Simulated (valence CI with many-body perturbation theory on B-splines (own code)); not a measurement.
**Bi LII: electric-dipole lines**

Computed by valence CI with perturbative core correlation (CI+MBPT): four valence electrons over a frozen Dirac-Fock core [Ar] 3d10, radial functions for each j: 11 s, 11 p, 10 d, 8 f, 5 g, 2 h, with the one-electron correlation potential Σ1 (screened to all orders), the two-electron term Σ2, the three-electron term Σ3, Breit, model QED; selected single and double excitations, second order for the rest, scaled by the run's own slope (own B-spline code, finite nucleus).

No measured spectrum was set against this ion. As an estimate, large intervals hold to a few tenths of a per cent, small ones and those within an open d or f shell to about a per cent. Among the levels kept, up to 400 cm⁻¹ of a level comes from second order outside the variational space, and about a tenth of that is noise between levels of different J, which matters for small intervals.

Lines 151 to 200 of 564 in falling wavelength, among levels below 7648.1 × 10³ cm⁻¹, chosen from the strongest by gf and those to the six lowest levels. Wavelengths and rates use the calculated energies. Electric multipoles are in the length gauge, E1 and E2 with the static RPA response of the core. Weak lines are less certain than strong ones. Lines between different terms over intervals too small for the method are left out, as are lines whose strength nearly cancels. Where a level lies close to another of its J and parity, the split of strength between their lines is uncertain. The highest levels of a list are the least certain.

Levels are named by their leading jj configuration (3d3/2^4 stands for four electrons in 3d with j = 3/2), which in mixed levels can hold well under half, so a name can repeat and another be missing. Letters in brackets count levels of one name in rising energy.

| λ vac (Å) | Upper | Lower | A (s⁻¹) | S (a.u.) with core polarisation | S without |
| --- | --- | --- | --- | --- | --- |
| 54.32 | (4s^2 4p1/2 4d5/2) J=2 | (4s^2 4p1/2 4p3/2) J=2 | 6.19e+10 | 2.45e-02 | 2.57e-02 |
| 54.30 | (4s 4p1/2 4p3/2 4f5/2) J=1 [c] | (4s 4p1/2 4p3/2 4d3/2) J=1 [d] | 1.38e+11 | 3.26e-02 | 3.42e-02 |
| 54.27 | (4s 4p1/2 4d3/2 4d5/2) J=4 [a] | (4s 4p1/2 4p3/2 4d3/2) J=3 [a] | 1.47e+11 | 1.05e-01 | 1.10e-01 |
| 54.26 | (4s 4p1/2 4p3/2 4d5/2) J=2 [a] | (4s 4p1/2 4p3/2^2) J=2 [a] | 1.95e+11 | 7.70e-02 | 8.08e-02 |
| 54.23 | (4s^2 4d5/2^2) J=4 | (4s^2 4p3/2 4d5/2) J=3 | 9.16e+11 | 6.49e-01 | 6.80e-01 |
| 54.09 | (4s 4p1/2 4p3/2 4d3/2) J=2 [d] | (4s 4p1/2 4p3/2^2) J=2 [a] | 8.91e+10 | 3.48e-02 | 3.65e-02 |
| 54.08 | (4s 4p1/2 4d3/2 4d5/2) J=3 [c] | (4s 4p1/2 4p3/2 4d3/2) J=3 [b] | 5.22e+10 | 2.85e-02 | 2.99e-02 |
| 54.07 | (4s 4p1/2 4d5/2^2) J=3 | (4s 4p1/2 4p3/2 4d5/2) J=3 [b] | 1.22e+11 | 6.65e-02 | 6.97e-02 |
| 54.05 | (4s^2 4p1/2 4d5/2) J=3 | (4s^2 4p1/2 4p3/2) J=2 | 3.70e+11 | 2.02e-01 | 2.12e-01 |
| 54.00 | (4s 4p1/2 4d3/2 4d5/2) J=4 [b] | (4s 4p1/2 4p3/2 4d3/2) J=4 | 5.32e+10 | 3.72e-02 | 3.91e-02 |
| 54.00 | (4s^2 4d3/2 4d5/2) J=2 | (4s^2 4p3/2 4d3/2) J=1 | 1.38e+11 | 5.37e-02 | 5.64e-02 |
| 53.96 | (4p1/2^2 4p3/2 4d5/2) J=1 | (4p1/2^2 4p3/2^2) J=0 | 3.99e+11 | 9.27e-02 | 9.73e-02 |
| 53.83 | (4s 4p1/2 4p3/2 4f7/2) J=4 [c] | (4s 4p1/2 4p3/2 4d5/2) J=3 [a] | 7.18e+10 | 4.97e-02 | 5.21e-02 |
| 53.82 | (4s 4p1/2 4d3/2 4d5/2) J=3 [a] | (4s 4p1/2 4p3/2 4d3/2) J=2 [a] | 1.72e+11 | 9.25e-02 | 9.72e-02 |
| 53.79 | (4s^2 4d5/2^2) J=0 | (4s^2 4p3/2 4d5/2) J=1 | 8.65e+11 | 6.64e-02 | 6.97e-02 |
| 53.75 | (4s 4p1/2 4p3/2 4d5/2) J=0 | (4s 4p1/2 4p3/2^2) J=1 [b] | 5.21e+11 | 3.99e-02 | 4.20e-02 |
| 53.72 | (4s 4p1/2 4p3/2 4d5/2) J=3 [b] | (4s 4p1/2 4p3/2^2) J=3 | 2.06e+11 | 1.10e-01 | 1.16e-01 |
| 53.67 | (4s 4p1/2 4d5/2^2) J=2 [a] | (4s 4p1/2 4p3/2 4d5/2) J=3 [a] | 7.68e+10 | 2.93e-02 | 3.08e-02 |
| 53.66 | (4s 4p1/2 4p3/2 4f5/2) J=5 | (4s 4p1/2 4p3/2 4d5/2) J=4 [a] | 8.06e+10 | 6.76e-02 | 7.08e-02 |
| 53.58 | (4s 4p1/2 4d5/2^2) J=2 [b] | (4s 4p1/2 4p3/2 4d5/2) J=1 [b] | 1.13e+11 | 4.30e-02 | 4.51e-02 |
| 53.50 | (4s^2 4d3/2 4d5/2) J=2 | (4s^2 4p3/2 4d3/2) J=2 | 2.25e+11 | 8.50e-02 | 8.92e-02 |
| 53.50 | (4s 4p1/2 4d3/2 4d5/2) J=2 [c] | (4s 4p1/2 4p3/2 4d3/2) J=1 [b] | 1.71e+11 | 6.45e-02 | 6.77e-02 |
| 53.49 | (4s 4p1/2 4p3/2 4f7/2) J=4 [e] | (4s 4p1/2 4p3/2 4d5/2) J=3 [b] | 2.44e+11 | 1.66e-01 | 1.74e-01 |
| 53.48 | (4s 4p1/2 4p3/2 4f5/2) J=2 [a] | (4s 4p1/2 4p3/2 4d3/2) J=2 [b] | 1.34e+11 | 5.06e-02 | 5.31e-02 |
| 53.45 | (4s 4p1/2^2 4d5/2) J=3 | (4s 4p1/2^2 4p3/2) J=2 | 3.88e+11 | 2.05e-01 | 2.15e-01 |
| 53.31 | (4s 4p3/2^2 4d5/2) J=1 [b] | (4s 4p3/2^3) J=1 | 6.82e+11 | 1.53e-01 | 1.61e-01 |
| 53.28 | (4s^2 4d3/2 4d5/2) J=1 | (4s^2 4p3/2 4d3/2) J=0 | 2.23e+11 | 5.00e-02 | 5.25e-02 |
| 53.27 | (4s 4p1/2 4p3/2 4d5/2) J=2 [c] | (4s 4p1/2 4p3/2^2) J=2 [b] | 1.02e+11 | 3.80e-02 | 3.99e-02 |
| 53.24 | (4s^2 4d3/2 4d5/2) J=1 | (4s^2 4p3/2 4d3/2) J=1 | 2.39e+11 | 5.33e-02 | 5.60e-02 |
| 53.20 | (4s 4p1/2 4d3/2 4d5/2) J=2 [a] | (4s 4p1/2 4p3/2 4d3/2) J=2 [a] | 2.18e+11 | 8.10e-02 | 8.51e-02 |
| 53.18 | (4s 4p1/2 4d5/2^2) J=5 | (4s 4p1/2 4p3/2 4d5/2) J=4 [b] | 3.27e+11 | 2.67e-01 | 2.80e-01 |
| 53.17 | (4s 4p1/2 4p3/2 4f7/2) J=4 [d] | (4s 4p1/2 4p3/2 4d5/2) J=3 [a] | 1.27e+11 | 8.47e-02 | 8.88e-02 |
| 53.15 | (4s 4p1/2 4p3/2 4d5/2) J=4 [b] | (4s 4p1/2 4p3/2^2) J=3 | 2.77e+11 | 1.85e-01 | 1.94e-01 |
| 53.15 | (4s^2 4p1/2 4d5/2) J=2 | (4s^2 4p1/2 4p3/2) J=1 | 4.46e+11 | 1.65e-01 | 1.74e-01 |
| 53.13 | (4s 4p1/2 4p3/2 4d5/2) J=2 [b] | (4s 4p1/2 4p3/2^2) J=3 | 1.24e+11 | 4.59e-02 | 4.83e-02 |
| 53.12 | (4s 4p1/2 4p3/2 4f5/2) J=3 [d] | (4s 4p1/2 4p3/2 4d5/2) J=3 [a] | 1.52e+11 | 7.86e-02 | 8.25e-02 |
| 53.10 | (4s 4p1/2 4p3/2 4d5/2) J=1 [c] | (4s 4p1/2 4p3/2^2) J=1 [a] | 5.19e+11 | 1.15e-01 | 1.21e-01 |
| 53.05 | (4s 4p1/2 4d3/2 4d5/2) J=2 [a] | (4s 4p1/2 4p3/2 4d3/2) J=1 [a] | 1.81e+11 | 6.67e-02 | 7.01e-02 |
| 53.04 | (4s 4p1/2 4p3/2 4f5/2) J=4 [b] | (4s 4p1/2 4p3/2 4d5/2) J=4 [a] | 1.11e+11 | 7.34e-02 | 7.71e-02 |
| 53.00 | (4s^2 4p1/2 4f5/2) J=2 | (4s^2 4p1/2 4d3/2) J=1 | 1.64e+11 | 6.01e-02 | 6.28e-02 |
| 52.92 | (4s 4p1/2 4d5/2^2) J=4 | (4s 4p1/2 4p3/2 4d5/2) J=4 [c] | 1.51e+11 | 9.96e-02 | 1.05e-01 |
| 52.92 | (4s^2 4p3/2 4d5/2) J=1 | (4s^2 4p3/2^2) J=0 | 5.57e+11 | 1.22e-01 | 1.28e-01 |
| 52.89 | (4s 4p1/2 4p3/2 4d5/2) J=3 [d] | (4s 4p1/2 4p3/2^2) J=2 [b] | 7.52e+11 | 3.85e-01 | 4.04e-01 |
| 52.89 | (4s 4p1/2 4d3/2 4d5/2) J=2 [d] | (4s 4p1/2 4p3/2 4d3/2) J=1 [c] | 8.36e+10 | 3.05e-02 | 3.20e-02 |
| 52.88 | (4s 4p1/2 4p3/2 4f7/2) J=4 [a] | (4s 4p1/2 4p3/2 4d3/2) J=3 [b] | 6.27e+10 | 4.12e-02 | 4.31e-02 |
| 52.82 | (4p1/2^2 4p3/2 4d5/2) J=3 | (4p1/2^2 4p3/2^2) J=2 | 7.55e+11 | 3.84e-01 | 4.03e-01 |
| 52.81 | (4s 4p1/2 4d5/2^2) J=3 | (4s 4p1/2 4p3/2 4d5/2) J=3 [a] | 8.48e+10 | 4.31e-02 | 4.53e-02 |
| 52.79 | (4s 4p1/2 4p3/2 4f7/2) J=3 [c] | (4s 4p1/2 4p3/2 4d3/2) J=2 [d] | 1.41e+11 | 7.17e-02 | 7.51e-02 |
| 52.79 | (4s 4p1/2 4p3/2 4d5/2) J=2 [c] | (4s 4p1/2 4p3/2^2) J=1 [a] | 3.17e+11 | 1.15e-01 | 1.21e-01 |
| 52.72 | (4s 4p1/2 4p3/2 4d5/2) J=1 [b] | (4s 4p1/2 4p3/2^2) J=0 | 3.48e+11 | 7.54e-02 | 7.92e-02 |
